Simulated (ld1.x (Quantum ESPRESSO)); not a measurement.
**Building the TM potential for Mg (Z = 12) (LDA (PZ), fully relativistic).**

Input for ld1.x (Quantum ESPRESSO) 7.5:

```
&input
   title='Mg', zed=12., rel=2, dft='PZ', iswitch=3,
   config='[Ne] 3s2 3p0 3d-2', rel_dist='average',
   nld=5, rlderiv=2.40, eminld=-5.0, emaxld=5.0, deld=0.02
 /
 &inputp
   pseudotype=2, tm=.true., lloc=-1, rcloc=1.05,
   nlcc=.true., new_core_ps=.true., rcore=0.70,
   file_pseudopw='Mg.UPF', file_wfcaegen='ae.wfc', file_wfcncgen='nc.wfc', file_beta='beta', file_chi='chi'
 /
3
3S  1  0   2.00   0.00  2.20  2.20  0.0
2P  2  1   6.00   0.00  0.75  0.75  0.0
3D  3  2  -2.00   0.10  1.85  1.85  0.0
 &test
   configts(1)='2p6 3s2 3p0'
 /
```

Command:

```bash
ld1.x < Mg.in > Mg.out
```

Output (shortened: banner, matrices, multipoles, cross overlaps and the repeated all-electron block are left out):

```
Program LD1 v.7.5
     --------------------------- All-electron run ----------------------------

     Mg
     dirac relativistic calculation

     atomic number is 12.00
     dft =PZ   lsd =0 sic =0 latt =0  beta=0.20 tr2=1.0E-14
     Exchange-correlation= PZ
                           (   1   1   0   0   0   0   0)
     mesh =1129 r(mesh) = 100.99726 a.u. xmin = -7.00 dx = 0.01250
     1 Ry =  13.60569312 eV, c = 137.03599908

     n l j   nl                  e(Ry)          e(Ha)          e(eV)
     Spin orbit split results
     1 0 0.5 1S 1( 2.00)       -92.1202       -46.0601     -1253.3594
     2 0 0.5 2S 1( 2.00)        -5.8269        -2.9135       -79.2792
     2 1 0.5 2P 1( 2.00)        -3.4472        -1.7236       -46.9015
     2 1 1.5 2P 1( 4.00)        -3.4260        -1.7130       -46.6129
     3 0 0.5 3S 1( 2.00)        -0.3519        -0.1759        -4.7873
     3 1 0.5 3P 1( 0.00)        -0.1016        -0.0508        -1.3819
     3 1 1.5 3P 1( 0.00)        -0.1010        -0.0505        -1.3747
     Averaged results
     1 0     1S 1( 2.00)       -92.1202       -46.0601     -1253.3594
     2 0     2S 1( 2.00)        -5.8269        -2.9135       -79.2792
     2 1     2P 1( 6.00)        -3.4331        -1.7165       -46.7091
     3 0     3S 1( 2.00)        -0.3519        -0.1759        -4.7873
     3 1     3P 1( 0.00)        -0.1012        -0.0506        -1.3771

     final scf error:  8.0E-15 reached in  22 iterations

     Etot =    -398.907598 Ry,    -199.453799 Ha,   -5427.414360 eV

     Ekin =     399.012988 Ry,     199.506494 Ha,    5428.848270 eV
     Encl =    -958.600519 Ry,    -479.300260 Ha,  -13042.424490 eV
     Eh   =     191.635157 Ry,      95.817579 Ha,    2607.329144 eV
     Exc  =     -30.955224 Ry,     -15.477612 Ha,    -421.167284 eV

     normalization and overlap integrals

     s(1S/1S) =  1.000000  <r> =   0.1311  <r2> =    0.0232  r(max) =   0.0854
     s(2S/2S) =  1.000000  <r> =   0.7008  <r2> =    0.5921  r(max) =   0.5502
     s(2P/2P) =  1.000000  <r> =   0.6892  <r2> =    0.6119  r(max) =   0.4736
     s(2P/2P) =  1.000000  <r> =   0.6916  <r2> =    0.6159  r(max) =   0.4796
     s(3S/3S) =  1.000000  <r> =   3.1307  <r2> =   11.5223  r(max) =   2.5284
     s(3P/3P) =  1.000000  <r> =   4.5173  <r2> =   24.5862  r(max) =   3.4994
     s(3P/3P) =  1.000000  <r> =   4.5270  <r2> =   24.6902  r(max) =   3.4994

     ------------------------ End of All-electron run ------------------------

     --------------------- Generating NC pseudopotential ---------------------

      Generating local potential from pseudized AE potential:
      Matching radius rcloc =   1.0500

      Local pseudo, rcloc= 1.041 Estimated cut-off energy=    22.21 Ry

      Computing core charge for nlcc:

       r > 0.71 : true rho core
      Core charge pseudized with two Bessel functions
      Integrated core pseudo-charge :   2.31

     Fully relativistic calculation: |psi|^2

     Wfc 3S LC norm =  0.99998179 SC norm =  0.00001570 missing  0.00000251

     Wfc 2P LC norm =  0.99979182 SC norm =  0.00020816 missing  0.00000001

     Wfc 2P LC norm =  0.99979281 SC norm =  0.00020716 missing  0.00000004

      Wfc   3S  rcut= 2.204  Using Troullier-Martins method

      Wfc   2P  rcut= 0.752  Using Troullier-Martins method

      Wfc   2P  rcut= 0.752  Using Troullier-Martins method

      Wfc   3D  rcut= 1.850  Using Troullier-Martins method

      Wfc   3D  rcut= 1.850  Using Troullier-Martins method

     ------------------- End of pseudopotential generation -------------------

     Computing logarithmic derivative in   2.39017
     Computing logarithmic derivative in   2.39017
     Computing the partial wave expansion
     R is outside the sphere for l=    0 j= 0.50
     R is outside the sphere for l=    1 j= 0.50
     R is outside the sphere for l=    1 j= 1.50
     R is outside the sphere for l=    2 j= 1.50
     R is outside the sphere for l=    2 j= 2.50

     ---------------------- Testing the pseudopotential ----------------------

     Mg
     dirac relativistic calculation

     atomic number is 12.00   valence charge is  8.00
     dft =PZ   lsd =0 sic =0 latt =0  beta=0.20 tr2=1.0E-14
     mesh =1129 r(mesh) = 100.99726 xmin = -7.00 dx = 0.01250

     n l  j  nl             e AE (Ry)       e PS (Ry)    De AE-PS (Ry)
     2 1 0.5 2P   1( 2.00)       -3.44719       -3.44718       -0.00002
     2 1 1.5 2P   1( 4.00)       -3.42599       -3.42612        0.00013
     1 0 0.5 3S   1( 2.00)       -0.35186       -0.35186        0.00000
     3 1 0.5 3P   1( 0.00)       -0.10156       -0.10064       -0.00093
     3 1 1.5 3P   1( 0.00)       -0.10104       -0.10014       -0.00090

     eps = 1.7E-16  iter =  9

     Etot =    -398.907598 Ry,    -199.453799 Ha,   -5427.414360 eV
     Etotps =   -80.138364 Ry,     -40.069182 Ha,   -1090.337992 eV

     Ekin =      86.379696 Ry,      43.189848 Ha,    1175.255630 eV
     Encl =    -158.989635 Ry,     -79.494818 Ha,   -2163.164190 eV
     Ehrt =      58.080615 Ry,      29.040307 Ha,     790.227023 eV
     Ecxc =     -17.473312 Ry,      -8.736656 Ha,    -237.736525 eV
     (Ecc =      -3.216496 Ry,      -1.608248 Ha,     -43.762664 eV)
     Epseu=     -48.135727 Ry,     -24.067864 Ha,    -654.919931 eV

     ---------------------- End of pseudopotential test ----------------------
```

Note: ghost state, extra bound levels that the all-electron valence spectrum of the same l lacks: s at -10.0 eV. A true bound ghost makes a file unfit for plane-wave use.

Generation and configuration tests took about 2.3 s on one core of a shared server CPU.

Transferability test of the new file with ld1.x, input:

```
&input
   title='Mg', zed=12., rel=2, dft='PZ', iswitch=2,
   config='[Ne] 3s2 3p0 3d-2', rel_dist='average'
 /
 &test
   file_pseudo='Mg.UPF', nconf=8,
   configts(1)='2p6 3s2 3p0',
   configts(2)='2p6 3s1 3p0',
   configts(3)='2p6 3s0 3p0',
   configts(4)='2p6 3s1.5 3p0',
   configts(5)='2p6 3s1 3p1',
   configts(6)='2p5 3s2 3p0',
   configts(7)='2p6 3s0 3p1',
   configts(8)='2p6 3s0 3p2'
 /
```

```bash
ld1.x < Mg.test.in > Mg.test.out
```

Pseudopotential blocks of its output, shortened (energy terms left out; the distinct warnings before each block abridged to one line each):

```
     ---------------------- Testing the pseudopotential ----------------------

     n l  j  nl             e AE (Ry)       e PS (Ry)    De AE-PS (Ry)
     2 1 0.5 2P   1( 2.00)       -3.44719       -3.44718       -0.00002
     2 1 1.5 2P   1( 4.00)       -3.42599       -3.42612        0.00013
     1 0 0.5 3S   1( 2.00)       -0.35186       -0.35186        0.00000
     3 1 0.5 3P   1( 0.00)       -0.10156       -0.10064       -0.00093
     3 1 1.5 3P   1( 0.00)       -0.10104       -0.10014       -0.00090

     eps = 1.6E-16  iter =  9

     Etot =    -398.907598 Ry,    -199.453799 Ha,   -5427.414360 eV
     Etotps =   -80.138364 Ry,     -40.069182 Ha,   -1090.337993 eV

     ---------------------- End of pseudopotential test ----------------------

          BEWARE! Errors in PS-KS equations
     Warning: n=1, l=0 expected 0 nodes, found 1
     ---------------------- Testing the pseudopotential ----------------------

     n l  j  nl             e AE (Ry)       e PS (Ry)    De AE-PS (Ry)
     2 1 0.5 2P   1( 2.00)       -4.11611       -4.90073        0.78462  !
     2 1 1.5 2P   1( 4.00)       -4.09483       -4.87956        0.78473  !
     1 0 0.5 3S   1( 1.00)       -0.84723       -1.05063        0.20340  !
     3 1 0.5 3P   1( 0.00)       -0.52720       -0.68536        0.15816  !
     3 1 1.5 3P   1( 0.00)       -0.52618       -0.68403        0.15785  !

     eps = 7.1E-15  iter = 28

     Etot =    -398.314189 Ry,    -199.157095 Ha,   -5419.340627 eV
     Etotps =   -79.490007 Ry,     -39.745003 Ha,   -1081.516640 eV
     dEtot_ae =       0.593408 Ry
     dEtot_ps =       0.648357 Ry,   Delta E=      -0.054949 Ry

     ---------------------- End of pseudopotential test ----------------------

          ---------------------- Testing the pseudopotential ----------------------

     n l  j  nl             e AE (Ry)       e PS (Ry)    De AE-PS (Ry)
     2 1 0.5 2P   1( 2.00)       -4.92579       -4.90073       -0.02506  !
     2 1 1.5 2P   1( 4.00)       -4.90437       -4.87956       -0.02481  !
     1 0 0.5 3S   1( 0.00)       -1.31765       -1.31765        0.00000
     3 1 0.5 3P   1( 0.00)       -0.92753       -0.92358       -0.00394
     3 1 1.5 3P   1( 0.00)       -0.92586       -0.92200       -0.00386

     eps = 2.5E-16  iter =  7

     Etot =    -397.208152 Ry,    -198.604076 Ha,   -5404.292221 eV
     Etotps =   -78.439376 Ry,     -39.219688 Ha,   -1067.222084 eV
     dEtot_ae =       1.699446 Ry
     dEtot_ps =       1.698988 Ry,   Delta E=       0.000458 Ry

     ---------------------- End of pseudopotential test ----------------------

          ---------------------- Testing the pseudopotential ----------------------

     n l  j  nl             e AE (Ry)       e PS (Ry)    De AE-PS (Ry)
     2 1 0.5 2P   1( 2.00)       -3.76152       -3.76468        0.00316
     2 1 1.5 2P   1( 4.00)       -3.74029       -3.74360        0.00331
     1 0 0.5 3S   1( 1.50)       -0.59032       -0.59116        0.00084
     3 1 0.5 3P   1( 0.00)       -0.30296       -0.30213       -0.00083
     3 1 1.5 3P   1( 0.00)       -0.30219       -0.30139       -0.00080

     eps = 4.5E-15  iter = 11

     Etot =    -398.672982 Ry,    -199.336491 Ha,   -5424.222253 eV
     Etotps =   -79.903520 Ry,     -39.951760 Ha,   -1087.142776 eV
     dEtot_ae =       0.234616 Ry
     dEtot_ps =       0.234844 Ry,   Delta E=      -0.000229 Ry

     ---------------------- End of pseudopotential test ----------------------

          ---------------------- Testing the pseudopotential ----------------------

     n l  j  nl             e AE (Ry)       e PS (Ry)    De AE-PS (Ry)
     2 1 0.5 2P   1( 2.00)       -3.59766       -3.59146       -0.00620  !
     2 1 1.5 2P   1( 4.00)       -3.57642       -3.57041       -0.00601  !
     1 0 0.5 3S   1( 1.00)       -0.42407       -0.42536        0.00130
     3 1 0.5 3P   1( 0.33)       -0.15691       -0.15656       -0.00035
     3 1 1.5 3P   1( 0.67)       -0.15629       -0.15596       -0.00033

     eps = 1.7E-15  iter = 13

     Etot =    -398.648655 Ry,    -199.324327 Ha,   -5423.891260 eV
     Etotps =   -79.878090 Ry,     -39.939045 Ha,   -1086.796781 eV
     dEtot_ae =       0.258943 Ry
     dEtot_ps =       0.260274 Ry,   Delta E=      -0.001331 Ry

     ---------------------- End of pseudopotential test ----------------------

          BEWARE! Errors in PS-KS equations
     Warning: n=2, l=1 expected 0 nodes, found 1
     Warning: n=3, l=1 expected 1 nodes, found 2
     ---------------------- Testing the pseudopotential ----------------------

     n l  j  nl             e AE (Ry)       e PS (Ry)    De AE-PS (Ry)
     2 1 0.5 2P   1( 1.67)       -5.25711       -7.12845        1.87135  !
     2 1 1.5 2P   1( 3.33)       -5.23366       -7.10487        1.87121  !
     1 0 0.5 3S   1( 2.00)       -1.05087       -1.05087        0.00000
     3 1 0.5 3P   1( 0.00)       -0.66870       -0.66870        0.00000
     3 1 1.5 3P   1( 0.00)       -0.66720       -0.66720        0.00000

     eps = 4.2E-15  iter = 12

     Etot =    -394.597221 Ry,    -197.298611 Ha,   -5368.768699 eV
     Etotps =   -74.562857 Ry,     -37.281429 Ha,   -1014.479357 eV
     dEtot_ae =       4.310377 Ry
     dEtot_ps =       5.575507 Ry,   Delta E=      -1.265130 Ry

     ---------------------- End of pseudopotential test ----------------------

          ---------------------- Testing the pseudopotential ----------------------

     n l  j  nl             e AE (Ry)       e PS (Ry)    De AE-PS (Ry)
     2 1 0.5 2P   1( 2.00)       -4.24609       -4.22294       -0.02315  !
     2 1 1.5 2P   1( 4.00)       -4.22478       -4.20188       -0.02290  !
     1 0 0.5 3S   1( 0.00)       -0.90435       -0.90435        0.00000
     3 1 0.5 3P   1( 0.33)       -0.57968       -0.57804       -0.00164
     3 1 1.5 3P   1( 0.67)       -0.57862       -0.57703       -0.00160

     eps = 3.9E-15  iter = 12

     Etot =    -397.991433 Ry,    -198.995717 Ha,   -5414.949308 eV
     Etotps =   -79.219979 Ry,     -39.609989 Ha,   -1077.842720 eV
     dEtot_ae =       0.916164 Ry
     dEtot_ps =       0.918386 Ry,   Delta E=      -0.002221 Ry

     ---------------------- End of pseudopotential test ----------------------

          ---------------------- Testing the pseudopotential ----------------------

     n l  j  nl             e AE (Ry)       e PS (Ry)    De AE-PS (Ry)
     2 1 0.5 2P   1( 2.00)       -3.73052       -3.70863       -0.02189  !
     2 1 1.5 2P   1( 4.00)       -3.70925       -3.68761       -0.02164  !
     1 0 0.5 3S   1( 0.00)       -0.48103       -0.48103        0.00000
     3 1 0.5 3P   1( 0.67)       -0.19893       -0.19868       -0.00025
     3 1 1.5 3P   1( 1.33)       -0.19821       -0.19799       -0.00023

     eps = 4.1E-15  iter = 12

     Etot =    -398.373302 Ry,    -199.186651 Ha,   -5420.144893 eV
     Etotps =   -79.600997 Ry,     -39.800499 Ha,   -1083.026741 eV
     dEtot_ae =       0.534296 Ry
     dEtot_ps =       0.537367 Ry,   Delta E=      -0.003071 Ry

     ---------------------- End of pseudopotential test ----------------------
```
